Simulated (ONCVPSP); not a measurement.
**Which change was made? (Eu, ONCV)**

europium (Eu), optimised norm-conserving Vanderbilt (ONCV), made with ONCVPSP 4.0.1 (PBEsol, fully relativistic). Core [Kr] 4d10 4f6, reference 5s2 5p6 5d1 6s1.75 (charge +0.25). Waves: 5s+6s: rc 2.50 bohr, ncon 5, nbas 8, qcut 4.3 1/bohr, 2 projectors; 5p: rc 2.05 bohr, ncon 4, nbas 8, qcut 5.2 1/bohr, 2 projectors, debl 1.3 Ha; 5d: rc 3.60 bohr, ncon 4, nbas 9, qcut 4.3 1/bohr, 1 projector; f scattering state at 0.12 Ha: rc 2.90 bohr, ncon 4, nbas 9, qcut 3.4 1/bohr, 3 projectors, debl 3.3 Ha. Local part: polynomial inside 1.40 bohr (lpopt 5, dvloc0 2 Ha). Core correction: polynomial model core, fcfact 0.55.

Open shells are filled in proportion to 2j + 1.

Cutoffs, loose and tight: the cutoffs (Ha) at which the residual kinetic energy of the hardest occupied pseudo-wave falls to 1 and 0.1 mHa per electron. They do not see the model core or the augmentation charge, which bear on the density cutoff. Test errors are all-electron minus pseudo excitation energies from the reference, over the configurations 5s2 5p6 5d1 6s2; 5s2 5p6 5d1 6s1; 5s2 5p6 5d1 6s0; 5s2 5p6 5d2 6s0; variants that change the core or the reference have their own tests.

The base gives: outcome: generated; cutoff, loose: 9.3 Ha; cutoff, tight: 18 Ha; bound ghosts: none; GHOST(+) flags above zero: s, f7/2, f5/2; largest test error (meV): -26.

**Question.** After one change the result is: outcome: generated; cutoff, loose: 9.3 Ha; cutoff, tight: 18 Ha; bound ghosts: none; GHOST(+) flags above zero: s, d5/2, f7/2, d3/2, f5/2; largest test error (meV): -75. Which change was it?
A. d: rc 5.36
B. p: rc 1.88
C. p: qcut 4.6

**Answer.** A. The others give: p: qcut 4.6 → outcome: generated; cutoff, loose: 7.7 Ha; cutoff, tight: 27 Ha; bound ghosts: none; GHOST(+) flags above zero: s, f7/2, f5/2; largest test error (meV): -25 | p: rc 1.88 → outcome: generated; cutoff, loose: 12 Ha; cutoff, tight: 39 Ha; bound ghosts: none; GHOST(+) flags above zero: s, f7/2, f5/2; largest test error (meV): -26.
